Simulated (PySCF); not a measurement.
## `n1c(C#C)c(C)n(CC)n1`, C7H9N3

Geometry:
```json
{"atom": "C1", "x (Å)": "4.042", "y (Å)": "0.761", "z (Å)": "-0.655"}
{"atom": "C2", "x (Å)": "2.947", "y (Å)": "0.677", "z (Å)": "-0.172"}
{"atom": "C3", "x (Å)": "1.654", "y (Å)": "0.555", "z (Å)": "0.365"}
{"atom": "N4", "x (Å)": "1.240", "y (Å)": "1.162", "z (Å)": "1.505"}
{"atom": "N5", "x (Å)": "0.025", "y (Å)": "0.852", "z (Å)": "1.726"}
{"atom": "N6", "x (Å)": "-0.405", "y (Å)": "0.039", "z (Å)": "0.759"}
{"atom": "C7", "x (Å)": "-1.759", "y (Å)": "-0.441", "z (Å)": "0.741"}
{"atom": "C8", "x (Å)": "-2.660", "y (Å)": "0.469", "z (Å)": "-0.089"}
{"atom": "C9", "x (Å)": "0.587", "y (Å)": "-0.182", "z (Å)": "-0.137"}
{"atom": "C10", "x (Å)": "0.476", "y (Å)": "-1.055", "z (Å)": "-1.328"}
{"atom": "H11", "x (Å)": "5.005", "y (Å)": "0.843", "z (Å)": "-1.061"}
{"atom": "H12", "x (Å)": "-2.101", "y (Å)": "-0.456", "z (Å)": "1.779"}
{"atom": "H13", "x (Å)": "-1.767", "y (Å)": "-1.459", "z (Å)": "0.343"}
{"atom": "H14", "x (Å)": "-2.321", "y (Å)": "0.515", "z (Å)": "-1.121"}
{"atom": "H15", "x (Å)": "-2.652", "y (Å)": "1.475", "z (Å)": "0.325"}
{"atom": "H16", "x (Å)": "-3.678", "y (Å)": "0.092", "z (Å)": "-0.075"}
{"atom": "H17", "x (Å)": "-0.323", "y (Å)": "-0.721", "z (Å)": "-1.990"}
{"atom": "H18", "x (Å)": "0.266", "y (Å)": "-2.083", "z (Å)": "-1.032"}
{"atom": "H19", "x (Å)": "1.416", "y (Å)": "-1.033", "z (Å)": "-1.874"}
```

Level of theory: GIAO revPBE/6-31G magnetisability, rotational g tensor and spin-rotation constants, non-relativistic, gas phase (PySCF 2.14.0). Geometry: GFN2-xTB.

Task: What are the magnetisability and the molar susceptibility?

Result: Isotropic -1469 × 10⁻³⁰ J/T², or -88.5 × 10⁻⁶ cm³/mol; principal values -1956, -1264, -1188 × 10⁻³⁰ J/T², anisotropy 733 × 10⁻³⁰ J/T² (root of half the summed squared differences of the principal values). The susceptibility is in cgs units.

Task: Split it along the inertial axes a, b, c into diamagnetic and paramagnetic parts about the centre of mass, with the quadrupole moment.

Result: 
```csv
axis,χ (10⁻⁶ cm³/mol),diamagnetic (10⁻⁶ cm³/mol),paramagnetic (10⁻⁶ cm³/mol),summed x² of all electrons (Å²),quadrupole Θ (D Å)
a,-72.7,-539.5,466.8,307.8,+13.51
b,-76.3,-1430.3,1354.1,97.8,-10.81
c,-116.5,-1721.1,1604.6,29.3,-2.70
```
Anisotropies 2χaa − χbb − χcc = +47.3 and 2χbb − χaa − χcc = +36.7 × 10⁻⁶ cm³/mol. Θ is traceless in Buckingham's convention.

Task: And the rotational g tensor?

Result: 
| axis | rotational constant (GHz) | g | nuclear part | electronic part |
| --- | --- | --- | --- | --- |
| a | 2.9225 | -0.0492 | 0.5917 | -0.6409 |
| b | 0.9161 | -0.0077 | 0.5750 | -0.5828 |
| c | 0.7498 | +0.0062 | 0.5714 | -0.5652 |

Asymmetric top; isotopes 12C, 1H, 14N; no vibrational averaging.
